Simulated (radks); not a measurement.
The numbers below are computed, except where a source is named.
Charge is removed step by step from the 3d level of As+, starting from [Ar] 3d10 4s2 4p2. Code: a radial shooting solver on a logarithmic mesh with Libxc functionals. Model: scalar-relativistic Kohn-Sham, BLYP, spin-unpolarised, spherical densities, finite nucleus; Fermi nuclear charge, rms radius 4.0968 fm.

removed (e),E - E(0) (eV),eigenvalue (eV),E minus straight line (eV)
0,0.000,-50.262,0.000
0.125,6.452,-53.000,-1.250
0.25,13.249,-55.787,-2.155
0.375,20.398,-58.623,-2.708
0.5,27.904,-61.506,-2.904
0.625,35.774,-64.435,-2.737
0.75,44.012,-67.409,-2.201
0.875,52.624,-70.427,-1.290
1,61.617,-73.488,0.000

Removing the whole electron costs 61.617 eV by Delta-SCF, against 50.262 eV from minus the eigenvalue at the starting occupation. Slater's transition state (half an electron removed) gives 61.506 eV. Integrating minus the eigenvalue over the occupation (Janak's theorem) gives 61.629 eV. In this scalar-relativistic scheme the density is built from large components alone, so the theorem holds only approximately. The mean slope of the eigenvalue, de/dn, is 23.2 eV per electron.
